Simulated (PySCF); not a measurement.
B2F4, SMILES FB(F)B(F)F (connectivity only; charge and spin as stated), charge +1, multiplicity 2.

Geometry optimised at PBE0-D3(BJ)/def2-SVP. The spin state was assumed, not searched. One conformer was computed; it need not be the lowest.

All values below come from TDA-PBE/def2-SVPD (PySCF).

Vertical excitations; the highest root listed may be one member of a degenerate set. 

Computed excitation energies, oscillator strengths and character:
```csv
state,energy (eV),λ (nm),f,main pairs
root 1,4.94,251,0.000,β HOMO−2→LUMO 100 %
root 2,4.97,249,0.011,β HOMO→LUMO (degenerate set)
root 3,4.97,249,0.011,β HOMO−1→LUMO (degenerate set)
root 4,5.02,247,0.000,β HOMO−3→LUMO 100 %
root 5,6.18,201,0.147,β HOMO−4→LUMO 95 %
root 6,6.24,199,0.004,"α HOMO→LUMO+1, β HOMO−5→LUMO (degenerate set)"
root 7,6.24,199,0.004,"α HOMO→LUMO, β HOMO−6→LUMO (degenerate set)"
root 8,6.45,192,0.020,"α HOMO→LUMO+1, β HOMO−5→LUMO (degenerate set)"
root 9,6.45,192,0.020,"α HOMO→LUMO, β HOMO−6→LUMO (degenerate set)"
root 10,7.08,175,0.000,β HOMO−7→LUMO 95 %
```
Unrestricted roots are not spin-pure.
